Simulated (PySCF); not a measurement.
SMILES F[Si](F)(F)O[SiH2]O[Si](F)(F)F, PBE0/def2-SVP optimised geometry.

```
13

Si    -2.26    -1.19    -2.84
F     -3.43    -2.24    -3.08
F     -2.33    -0.09    -3.99
F     -0.86    -1.95    -2.95
O     -2.41    -0.52    -1.38
Si    -1.87     0.22     0.00
O     -0.21     0.22     0.00
Si     1.26    -0.10    -0.58
F      2.34     0.81     0.14
F      1.65    -1.63    -0.33
F      1.32     0.19    -2.14
H     -2.34     1.63     0.00
H     -2.34    -0.56     1.16
```

Density from PBE0/def2-TZVP in PySCF 2.14.0 at that geometry.

Minimum of the electron density along straight lines between bonded atoms, close to the bond critical point (lines longer than 1.1 times the sum of covalent radii, or with two minima, are not listed):

```csv
bond,length / Å,ρ at the minimum / e bohr⁻³,∇²ρ there / e bohr⁻⁵,position (fraction from the first atom)
Si1–F2,1.591,0.145,1.01,0.42
Si1–F3,1.592,0.144,1.01,0.42
Si1–F4,1.595,0.143,0.99,0.42
Si1–O5,1.610,0.147,0.95,0.42
O5–Si6,1.658,0.128,0.79,0.59
Si6–O7,1.657,0.128,0.80,0.41
O7–Si8,1.611,0.147,0.95,0.59
Si8–F9,1.592,0.144,1.01,0.42
Si8–F10,1.592,0.144,1.01,0.42
Si8–F11,1.594,0.144,1.00,0.42
Si6–H12,1.480,0.128,0.13,0.49
Si6–H13,1.480,0.128,0.13,0.49
```
